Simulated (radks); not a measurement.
The numbers below are computed, except where a source is named.
Q: The mean radii <r> (bohr) of the occupied orbitals of an atom or ion are listed with their occupations. Level of theory: scalar-relativistic Kohn-Sham, SCAN, spin-polarised, spherical densities, finite nucleus; meta-GGA in the generalised Kohn-Sham scheme; Fermi nuclear charge, rms radius of each element as measured or else 0.836 A^(1/3) + 0.57 fm (a radial shooting solver on a logarithmic mesh with Libxc functionals).

orbital  occ.      <r>
1s          2  0.01659
2s          2  0.06990
2p          6  0.06328
3s          2   0.1805
3p          6   0.1821
3d         10   0.1651
4s          2   0.3991
4p          6   0.4250
4d         10   0.4488
5s          2   0.9050
4f         14   0.4826
5p          6    1.040
5d         10    1.434

Name the element and its charge. Open shells, if any, are filled with parallel spins first.

A: Z = 80, mercury, charge +2: Hg2+ in [Xe] 4f14 5d10. The 1s radius gives Z: for a bare nucleus <r> = (2 gamma + 1)/(2Z) with gamma = sqrt(1 - (Z/c)^2), 0.0164 bohr for Z = 80, and screening makes it slightly larger (0.01659 here). The occupations add up to 78, and the charge is Z minus that.
